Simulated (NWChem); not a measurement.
System: N2H3, doublet; SMILES [NH]N

Input file for NWChem:

```
start job
memory heap 200 mb stack 900 mb global 1100 mb
geometry units angstroms noautosym nocenter noautoz
  N     -0.120994    -0.752145     0.007309
  N     -0.014192     0.576370    -0.063059
  H      0.840159    -1.110500    -0.047594
  H      0.835136     1.057311     0.231067
  H     -0.867317     1.075948     0.166440
end
basis spherical
  N library def2-tzvpp
  H library def2-tzvpp
end
dft
  odft
  mult 2
  xc m06-2x
  iterations 150
end
cosmo
  do_cosmo_smd true
  solvent water
end
task dft energy
```

Parts of the log:

```
             Northwest Computational Chemistry Package (NWChem) 7.3.0
             --------------------------------------------------------

                             Geometry "geometry" -> ""
                             -------------------------

 Output coordinates in angstroms (scale by  1.889725989 to convert to a.u.)

  No.       Tag          Charge          X              Y              Z
 ---- ---------------- ---------- -------------- -------------- --------------
    1 N                    7.0000    -0.12099400    -0.75214500     0.00730900
    2 N                    7.0000    -0.01419200     0.57637000    -0.06305900
    3 H                    1.0000     0.84015900    -1.11050000    -0.04759400
    4 H                    1.0000     0.83513600     1.05731100     0.23106700
    5 H                    1.0000    -0.86731700     1.07594800     0.16644000

 Effective nuclear repulsion energy (a.u.)      36.6884815147

                                 NWChem DFT Module
                                 -----------------

 Summary of "ao basis" -> "ao basis" (spherical)
 ------------------------------------------------------------------------------
       Tag                 Description            Shells   Functions and Types
 ---------------- ------------------------------  ------  ---------------------
 N                         def2-tzvpp               11       31   5s3p2d1f
 H                         def2-tzvpp                6       14   3s2p1d

 in cosmo_initialize ...
 calling solv_data for solv:h2o

 solvent parameters
 solvname_short: h2o
 solvname_long:  water
 dielec:       78.4000
 dielecinf:     1.7769
 aqueous SMD model solvent descriptors
 dielec:       78.4000
 sola:          0.8200

          ---------------
          -cosmo- solvent
          ---------------
 Cosmo: York-Karplus, doi: 10.1021/jp992097l
 dielectric constant -eps-     =  78.40
 screen = (eps-1)/(eps    )    =   0.98724
 surface charge correction     = lagrangian

   van der Waals surface
 --------------------------

 ---------- ATOMIC COORDINATES (A.U.) ------------ VDWR(ANG.) --
     1   -0.22864551   -1.42134795    0.01381201     1.890
     2   -0.02681899    1.08918137   -0.11916423     1.890
     3    1.58767030   -2.09854071   -0.08993962     1.200
     4    1.57817820    1.99802807    0.43665332     1.200
     5   -1.63899148    2.03324690    0.31452599     1.200
 number of segments per atom =        128
 number of   points per atom =        128
 atom (   nspa,  nppa )
 ----------------------
    1 (     82,     0 )       0
    2 (     75,     0 )       0
    3 (     45,     0 )       0
    4 (     47,     0 )       0
    5 (     47,     0 )       0
 number of -cosmo- surface points =      296
 molecular surface =     66.108 angstrom**2
 molecular volume  =     44.845 angstrom**3
 -lineq- algorithm             =   0
 -bem- low  level              =   3
 -bem- from -octahedral-
 gaussian surface charge width =   4.50000
 degree of switching           =   1.00000
 switching function tolerance  =   0.00010
 atomic radii =
 --------------
    1  7.000  1.890
    2  7.000  1.890
    3  1.000  1.200
    4  1.000  1.200
    5  1.000  1.200
 ...... end of -cosmo- initialization ......

 nat:                     5
 ixmem:                  1509
 calling mnsol_interface()
 G(SMD-CDS) energy (kcal/mol)  =     2.107
 SMD-CDS SASA (angstrom**2)    =    78.109

            General Information
            -------------------
          SCF calculation type: DFT
          Wavefunction type:  spin polarized.
          No. of atoms     :     5
          No. of electrons :    17
           Alpha electrons :     9
            Beta electrons :     8
          Charge           :     0
          Spin multiplicity:     2
          Use of symmetry is: off; symmetry adaption is: off
          Maximum number of iterations: 150
          AO basis - number of functions:   104
                     number of shells:    40
          Convergence on energy requested:  1.00D-06
          Convergence on density requested:  1.00D-05
          Convergence on gradient requested:  5.00D-04

              XC Information
              --------------
                       M06-2X Method XC Functional
                     Hartree-Fock (Exact) Exchange  0.540
                        M06-2X Exchange Functional  1.000
                      M06-2X Correlation Potential  1.000

             Grid Information
             ----------------
          Grid used for XC integration:  medium
          Radial quadrature: Mura-Knowles
          Angular quadrature: Lebedev.
          Tag              B.-S. Rad. Rad. Pts. Rad. Cut. Ang. Pts.
          ---              ---------- --------- --------- ---------
          N                   0.65       49           8.0       434
          H                   0.35       45           9.0       434
          Grid pruning is: on
          Number of quadrature shells:   233
          Spatial weights used:  Erf1

      Superposition of Atomic Density Guess
      -------------------------------------

 Sum of atomic energies:        -110.12253124

      Non-variational initial energy
      ------------------------------

 Total energy =    -110.906900
 1-e energy   =    -221.200608
 2-e energy   =      73.605226
 HOMO         =      -0.136530
 LUMO         =       0.076492

[...]

                                COSMO-SMD solvation results
                                ---------------------------

             internal energy in gas <Psi(g)|H|Psi(g)> =      -111.223250731123
         internal energy in solvent <Psi(s)|H|Psi(s)> =      -111.220056769891
                               delta internal energy  =         0.003193961231 (    2.00 kcal/mol)
   total free energy in solvent <Psi(s)|H+V/2|Psi(s)> =      -111.238376116921
 polarization energy contribution <Psi(s)|V/2|Psi(s)> =        -0.018319347030 (  -11.50 kcal/mol)
    total free energy in solvent including G(SMD-CDS) =      -111.235017685996
                       G(SMD-CDS) energy contribution =         0.003358430926 (    2.11 kcal/mol)
     1 M fixed-concentration free energy of solvation =        -0.011766954873 (   -7.38 kcal/mol)

                    DFT Final Alpha Molecular Orbital Analysis
                    ------------------------------------------

 Vector    7  Occ=1.000000D+00  E=-4.745357D-01
              MO Center= -4.2D-02,  2.1D-02, -7.2D-02, r^2= 1.2D+00
   Bfn.  Coefficient  Atom+Function         Bfn.  Coefficient  Atom+Function
  ----- ------------  ---------------      ----- ------------  ---------------
    39      0.321974  2 N  pz                 8      0.278388  1 N  pz
    42      0.274746  2 N  pz                11      0.236488  1 N  pz
    45      0.163905  2 N  pz                14      0.142192  1 N  pz
    35     -0.078968  2 N  s                 36     -0.076304  2 N  s
    38     -0.050999  2 N  py                64     -0.050723  3 H  s

 Vector    8  Occ=1.000000D+00  E=-3.746855D-01
              MO Center= -1.8D-01, -6.0D-01, -2.4D-03, r^2= 1.3D+00
   Bfn.  Coefficient  Atom+Function         Bfn.  Coefficient  Atom+Function
  ----- ------------  ---------------      ----- ------------  ---------------
     6      0.342469  1 N  px                 5     -0.294410  1 N  s
     9      0.263745  1 N  px                12      0.215116  1 N  px
     4     -0.200487  1 N  s                 64      0.194189  3 H  s
     3     -0.136439  1 N  s                 78     -0.134786  4 H  s
     7      0.124216  1 N  py                37     -0.124800  2 N  px

 Vector    9  Occ=1.000000D+00  E=-2.523269D-01
              MO Center= -5.2D-02, -1.7D-01, -5.5D-02, r^2= 1.5D+00
   Bfn.  Coefficient  Atom+Function         Bfn.  Coefficient  Atom+Function
  ----- ------------  ---------------      ----- ------------  ---------------
    14      0.374596  1 N  pz                 8      0.372385  1 N  pz
    45     -0.322140  2 N  pz                11      0.320081  1 N  pz
    39     -0.311575  2 N  pz                42     -0.270913  2 N  pz
    36      0.099776  2 N  s                 35      0.081291  2 N  s
    78     -0.060505  4 H  s                 92     -0.053481  5 H  s

 Vector   10  Occ=0.000000D+00  E= 7.485501D-02
              MO Center=  5.3D-01,  7.0D-01,  2.4D-01, r^2= 5.1D+00
   Bfn.  Coefficient  Atom+Function         Bfn.  Coefficient  Atom+Function
  ----- ------------  ---------------      ----- ------------  ---------------
    36      1.796604  2 N  s                 79     -1.366288  4 H  s
    93     -1.099175  5 H  s                 65     -0.871987  3 H  s
     5      0.754972  1 N  s                 44      0.547907  2 N  py
    12      0.333765  1 N  px                45      0.326928  2 N  pz
    35      0.257304  2 N  s                 78     -0.256772  4 H  s

 Vector   11  Occ=0.000000D+00  E= 1.083029D-01
              MO Center=  2.0D-01, -1.5D-01,  8.3D-02, r^2= 6.5D+00
   Bfn.  Coefficient  Atom+Function         Bfn.  Coefficient  Atom+Function
  ----- ------------  ---------------      ----- ------------  ---------------
     5      1.828277  1 N  s                 65     -1.802286  3 H  s
    36     -1.742601  2 N  s                 93      1.613536  5 H  s
    12      0.625384  1 N  px                43      0.525797  2 N  px
    92      0.288079  5 H  s                 64     -0.274941  3 H  s
    35     -0.240166  2 N  s                  4      0.195209  1 N  s

 Vector   12  Occ=0.000000D+00  E= 1.442915D-01
              MO Center=  3.2D-01,  7.7D-01,  2.8D-01, r^2= 5.8D+00
   Bfn.  Coefficient  Atom+Function         Bfn.  Coefficient  Atom+Function
  ----- ------------  ---------------      ----- ------------  ---------------
    79      2.115488  4 H  s                 93     -1.614415  5 H  s
     5      1.348548  1 N  s                 43     -1.306338  2 N  px
    65     -1.162977  3 H  s                 36     -0.976516  2 N  s
    12      0.760377  1 N  px                44      0.374815  2 N  py
    40     -0.309664  2 N  px                78      0.303494  4 H  s

                     DFT Final Beta Molecular Orbital Analysis
                     -----------------------------------------

 Vector    6  Occ=1.000000D+00  E=-5.253187D-01
              MO Center= -3.7D-02, -1.4D-01,  5.2D-03, r^2= 1.5D+00
   Bfn.  Coefficient  Atom+Function         Bfn.  Coefficient  Atom+Function
  ----- ------------  ---------------      ----- ------------  ---------------
     7      0.260587  1 N  py                38     -0.256874  2 N  py
    41     -0.202905  2 N  py                10      0.191164  1 N  py
    92     -0.190730  5 H  s                 64     -0.165979  3 H  s
    37      0.151029  2 N  px                91     -0.124751  5 H  s
    63     -0.112310  3 H  s                 40      0.106488  2 N  px

 Vector    7  Occ=1.000000D+00  E=-4.004958D-01
              MO Center= -4.1D-02,  1.3D-01, -7.3D-02, r^2= 1.2D+00
   Bfn.  Coefficient  Atom+Function         Bfn.  Coefficient  Atom+Function
  ----- ------------  ---------------      ----- ------------  ---------------
    39      0.328977  2 N  pz                42      0.291881  2 N  pz
    45      0.226081  2 N  pz                 8      0.217095  1 N  pz
    11      0.189000  1 N  pz                14      0.132145  1 N  pz
    35     -0.082060  2 N  s                  4      0.068497  1 N  s
     6     -0.061818  1 N  px                36     -0.054664  2 N  s

 Vector    8  Occ=1.000000D+00  E=-3.499233D-01
              MO Center= -2.1D-01, -6.1D-01, -1.7D-02, r^2= 1.4D+00
   Bfn.  Coefficient  Atom+Function         Bfn.  Coefficient  Atom+Function
  ----- ------------  ---------------      ----- ------------  ---------------
     6      0.325415  1 N  px                 5     -0.271918  1 N  s
     9      0.249743  1 N  px                12      0.239167  1 N  px
     4     -0.211654  1 N  s                 64      0.180027  3 H  s
     3     -0.135472  1 N  s                  7      0.133474  1 N  py
    78     -0.130065  4 H  s                 13      0.111345  1 N  py

 Vector    9  Occ=0.000000D+00  E= 2.119596D-03
              MO Center= -5.6D-02, -2.9D-01, -3.4D-02, r^2= 1.8D+00
   Bfn.  Coefficient  Atom+Function         Bfn.  Coefficient  Atom+Function
  ----- ------------  ---------------      ----- ------------  ---------------
    14      0.559547  1 N  pz                45     -0.418101  2 N  pz
     8      0.343770  1 N  pz                11      0.278666  1 N  pz
    39     -0.250269  2 N  pz                42     -0.212509  2 N  pz
     5      0.119400  1 N  s                 36      0.119638  2 N  s
    44      0.098586  2 N  py                79     -0.082466  4 H  s

 Vector   10  Occ=0.000000D+00  E= 7.621179D-02
              MO Center=  4.9D-01,  7.8D-01,  2.5D-01, r^2= 5.0D+00
   Bfn.  Coefficient  Atom+Function         Bfn.  Coefficient  Atom+Function
  ----- ------------  ---------------      ----- ------------  ---------------
    36      1.880793  2 N  s                 79     -1.405600  4 H  s
    93     -1.118531  5 H  s                 65     -0.789608  3 H  s
     5      0.608167  1 N  s                 44      0.502235  2 N  py
    45      0.340185  2 N  pz                12      0.278372  1 N  px
    35      0.230558  2 N  s                 78     -0.228425  4 H  s

 Vector   11  Occ=0.000000D+00  E= 1.082519D-01
              MO Center=  2.8D-01, -2.4D-01,  7.3D-02, r^2= 6.5D+00
   Bfn.  Coefficient  Atom+Function         Bfn.  Coefficient  Atom+Function
  ----- ------------  ---------------      ----- ------------  ---------------
    65     -1.852546  3 H  s                  5      1.841790  1 N  s
    36     -1.674090  2 N  s                 93      1.573024  5 H  s
    12      0.630079  1 N  px                43      0.545740  2 N  px
    92      0.273450  5 H  s                 64     -0.249521  3 H  s
     4      0.230075  1 N  s                 35     -0.228542  2 N  s

   alpha - beta orbital overlaps
   -----------------------------

   alpha      1      2      3      4      5      6      7      8      9     10
    beta      1      2      3      4      5      6      7      8      9     10
 overlap   1.000  1.000  0.999  0.999  0.999  0.996  0.987  0.994  0.987  0.999

   alpha     11     12     13     14     15     16     17     18     19     20
    beta     11     12     13     14     15     16     17     18     19     20
 overlap   0.999  1.000  0.998  0.999  0.997  0.816  0.814  0.979  0.986  0.992

   alpha     21     22     23     24     25     26     27     28     29     30
    beta     21     22     23     24     25     26     27     28     29     30
 overlap   0.996  0.989  0.988  0.996  0.999  0.999  0.998  0.999  1.000  0.999

[...]
```

Level: M06-2X/def2-TZVPP, spin-unrestricted, SMD on the gas-phase geometry. All runs use the structure optimised with PBE0/def2-SVP, spin-unrestricted. No stability test was run on the SCF state. Solvent: water.
